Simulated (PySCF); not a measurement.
**A series of derivatives of [SiH3]Oc1ccccc1**

Parent skeleton `[SiH3:1][O:2][c:3]1[cH:4][cH:5][cH:6][cH:7][cH:8]1`; one hydrogen on atom 6 is replaced by X. Hydrogens on one atom are averaged.

[PySCF: structure optimised with PBE0-D3(BJ)/def2-SVP; PBE0/pcSseg-1 with gauge-including orbitals; equivalent nuclei averaged; a single conformation; relativity neglected; isolated molecule]

Referencing at the same level of theory: ²⁹Si (σ = 351.99 ppm) and ¹³C (σ = 184.41 ppm) and ¹H (σ = 31.27 ppm) against TMS; ¹⁷O (σ = 334.56 ppm) vs H2O.

Parent (X = H): Si1 -36.9, O2 97.7, C3 162.5, C4/C8 121.6, C5/C7 135.3, C6 126.1, H(Si1) 5.05, H(C4)/H(C8) 6.93, H(C5)/H(C7) 7.39 ppm. Effects are Δδ = δ(X) − δ(H), positive for deshielding.

Task: Give Δδ (ppm) for X = CH2F, CH3, N=CH2, SH.

Result: 
```csv
X,SMILES,Si1,O2,C3,C4/C8,C5/C7,C6,H(Si1),H(C4)/H(C8),H(C5)/H(C7)
CH2F,FCc1ccc(O[SiH3])cc1,+0.3,-2.0,-1.1,+0.0,-6.2,+9.5,+0.01,+0.05,-0.09
CH3,Cc1ccc(O[SiH3])cc1,-0.6,-4.3,-2.2,-0.3,+0.4,+8.5,-0.02,-0.08,-0.19
N=CH2,C=Nc1ccc(O[SiH3])cc1,+0.6,-0.8,-0.8,+0.2,-7.4,+24.2,+0.02,+0.00,-0.20
SH,[SiH3]Oc1ccc(S)cc1,+0.3,-5.0,-3.6,+0.7,-3.2,+7.1,-0.04,-0.15,-0.38
```

Task: Which position responds most, and to which substituents?

Result: C6: from +7.1 ppm with SH to +24.2 ppm with N=CH2.

Experimental scales use liquid or dissolved standards, which lie at an offset from isolated H2O (liquid H2O: subtract about 36 ppm).
